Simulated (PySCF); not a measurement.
Chain-length series, n-germane methyl/methyl (end groups after the name). Isolated molecules, 0 K electronic values unless said otherwise. One relaxed conformer stands for each flexible species; it need not be the lowest. Strings in code marks are SMILES. All members: neutral, multiplicity 1. Level: PBE-D3(BJ)/def2-TZVP // PBE0-D3(BJ)/def2-SVP (PySCF). Excitations are Tamm–Dancoff values on a coarser integration grid. The basis has no diffuse functions, so Rydberg states are missing or too high.

| species | n (atoms other than H) | 1/n | S1 excitation (TDA) (eV) |
|---|---|---|---|
| `[CH3][GeH2][GeH2][GeH2][GeH2][GeH2][GeH2][CH3]` | 8 | 0.1250 | 5.14 |
| `[CH3][GeH2][GeH2][GeH2][GeH2][GeH2][CH3]` | 7 | 0.1429 | withheld |
| `[CH3][GeH2][GeH2][GeH2][GeH2][CH3]` | 6 | 0.1667 | 5.80 |
| `[CH3][GeH2][GeH2][GeH2][CH3]` (C–Ge–Ge–Ge torsion 180°, Ge–Ge–Ge–C torsion 180°) | 5 | 0.2000 | 6.22 |
| `[CH3][GeH2][GeH2][CH3]` (C–Ge–Ge–C torsion 179°) | 4 | 0.2500 | 6.33 |
| `[CH3][GeH2][CH3]` | 3 | 0.3333 | 7.68 |

Fit S1 excitation (TDA) = a + b·x to the 5 complete rows by least squares, with x = 1/n. Give a, b and the rms residual, and predict the withheld value.

Means of the 5 rows: x̄ = 0.215, ȳ = 6.234 eV. Σ(x − x̄)² = 0.025878 and Σ(x − x̄)(y − ȳ) = 0.29405, so b = 11.363 and a = ȳ − b·x̄ = 3.791 eV. The rms residual is 0.170 eV. At x = 0.1429 the line gives 5.41 eV. The run for `[CH3][GeH2][GeH2][GeH2][GeH2][GeH2][CH3]` gave 5.41 eV, so the line is off by 0.00 eV, within twice the rms residual.

Codes: PySCF.
